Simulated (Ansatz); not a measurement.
Single points on SnHBr₃.

```yaml
crystal:
  periodic: [false, false, false]
  atoms:
    - {symbol: Sn, position_ang: [0.000638, -0.001496, 0.185150]}
    - {symbol: H, position_ang: [0.007468, -0.015202, 1.888264]}
    - {symbol: Br, position_ang: [2.309530, 0.010492, -0.700254]}
    - {symbol: Br, position_ang: [-1.163014, 2.005698, -0.670429]}
    - {symbol: Br, position_ang: [-1.154612, -1.999491, -0.702731]}
basis:
  gaussian: {orbitals: def2-SVP, initial_orbitals: start.molden}
correlation: {method: ccsd_t}
scf: {omitted_lower_state_checks: [starts]}
output: {orbitals: {seedname: orbitals}}
```

The file start.molden holds the orbitals of an earlier run on this structure, at another level or in another basis.

```sh
$ ansatz run in.yaml --threads 4 --pin off --events-out ev --progress --plain --max-ram 3916MiB
```

Output, abridged:

```
Functional definition: HF
1302 factors; integrals over basis functions are off by at most 4.4e-4 eV
mean field evaluation 1: about -215795.6294 eV, gradient 2.9e1 eV
mean field evaluation 2: about -215796.4100 eV, gradient 9.3e-1 eV
mean field evaluation 4: about -215796.5028 eV, gradient 4.6e-3 eV
mean field evaluation 8: about -215796.5028 eV, gradient 2.8e-6 eV
mean field -215796.50282965 eV, -7930.3752068665 hartree, gradient 2.8e-6 eV, S^2 0.000000; 0 other end points of the search recorded, 0 dependent functions left out
31 core orbitals not correlated: weight in the atoms' cores, before any rotation towards them, 1.000 or more for the frozen orbitals, at most 0.000 for the correlated occupied ones
reference -215796.50282965 eV, -7930.3752068665 hartree; 33, 33 occupied and 63, 63 virtual orbitals, 1302 factors
second order -21.54443082 eV of doubles, -0.00000000 eV of singles
cycle   1  -21.40602735 eV  change    1.4e-1 eV  update   8.3e-2
cycle   2  -21.83963863 eV  change   -4.3e-1 eV  update   2.4e-2
cycle   3  -21.87859504 eV  change   -3.9e-2 eV  update   1.1e-2
cycle   4  -21.86418108 eV  change    1.4e-2 eV  update   2.2e-3
cycle   5  -21.86542334 eV  change   -1.2e-3 eV  update   8.5e-4
cycle   6  -21.86516903 eV  change    2.5e-4 eV  update   2.3e-4
cycle   7  -21.86500441 eV  change    1.6e-4 eV  update   8.4e-5
cycle   8  -21.86503554 eV  change   -3.1e-5 eV  update   2.9e-5
perturbative correction -0.50873819 eV, -0.0186957838 hartree
Total energy: -215818.87660338 eV, -7931.1974278857 hartree
Checks for a lower state left out: starts
```

Run time 19 s (4 threads of Arm Neoverse V2 on a shared host), peak host memory 0.73 GiB.

First input, but with `hamiltonian: {xc: pbe0, dispersion: d4}` and without the key `correlation` (abridged; 2.4 s):

```
Functional definition: PBE0
mean field -215940.73422766 eV, -7935.6756129796 hartree, gradient 1.1e-5 eV, S^2 0.000000
Total energy: -215940.92017086 eV, -7935.6824462664 hartree
Checks for a lower state left out: starts
```

First input, but with `gaussian: {orbitals: def2-TZVPD, initial_orbitals: start.molden}`, `hamiltonian: {xc: pbe0, dispersion: d4}` and without the key `correlation` (abridged; 7.5 s):

```
Functional definition: PBE0
mean field -215966.59753230 eV, -7936.6260718947 hartree, gradient 2.0e-5 eV, S^2 0.000000
Total energy: -215966.78349593 eV, -7936.6329059317 hartree
Checks for a lower state left out: starts
```

As the first input, with `gaussian: {orbitals: def2-TZVP, initial_orbitals: start.molden}`, `hamiltonian: {xc: r2scan, dispersion: d4}` and without the key `correlation` (abridged; 5.5 s):

```
Functional definition: r2SCAN
mean field -215991.73849208 eV, -7937.5499851253 hartree, gradient 1.9e-5 eV, S^2 0.000000
Total energy: -215991.78401214 eV, -7937.5516579565 hartree
Checks for a lower state left out: starts
```

As the first input, with `gaussian: {orbitals: def2-TZVPD, initial_orbitals: start.molden}`, `hamiltonian: {xc: pbe, dispersion: d4}` and without the key `correlation` (abridged; 3.6 s):

```
Functional definition: PBE
mean field -215959.00638423 eV, -7936.3471023483 hartree, gradient 3.3e-5 eV, S^2 0.000000
Total energy: -215959.21792571 eV, -7936.3548763543 hartree
Checks for a lower state left out: starts
```

The first input with `gaussian: {orbitals: def2-TZVP, initial_orbitals: start.molden}`, `hamiltonian: {xc: pbe}`, `correlation: {method: rpa}` and without the key `output` (abridged; 6 s):

```
Functional definition: PBE
mean field -215958.97070862 eV, -7936.3457912941 hartree, gradient 4.0e-6 eV, S^2 0.000000
31 core orbitals not correlated: weight in the atoms' cores, before any rotation towards them, 1.000 or more for the frozen orbitals, at most 0.000 for the correlated occupied ones
Total energy: -215865.39945337 eV, -7932.9071110882 hartree
Checks for a lower state left out: starts
```

First input, but with `gaussian: {orbitals: def2-TZVP, initial_orbitals: start.molden}`, `hamiltonian: {xc: {name: BLYP}, dispersion: d4}` and without the key `correlation` (abridged; 2.4 s):

```
Functional definition: BLYP
mean field -215991.12411502 eV, -7937.5274071846 hartree, gradient 3.2e-5 eV, S^2 0.000000
Total energy: -215991.55242470 eV, -7937.5431472753 hartree
Checks for a lower state left out: starts
```

Geometry: PBE0-D4/def2-SVP.

In the def2 sets Sn takes a core potential; there is no spin–orbit coupling. Correlated methods freeze 31 core orbitals; core or outer-core shells of Sn, Br are correlated, in sets that lack core-valence functions.
